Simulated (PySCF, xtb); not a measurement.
GeH3NS, SMILES [NH2][Ge][SH] (connectivity only; charge and spin as stated), neutral, multiplicity 1.

xtb 6.7.1 with GFN2-xTB at its own geometry gives an orbital gap of 3.55 eV and a dipole moment of 3.19 D.

The structure is a stationary point at ωB97X-D3(BJ)/def2-TZVP. Other conformers were not sampled.

What does r2SCAN/def2-TZVPD in PySCF give? (The exact figures need the calculation; the answer reports its results.)

gap 4.00 eV (levels -6.20 and -2.21 eV), dipole 1.40 D.
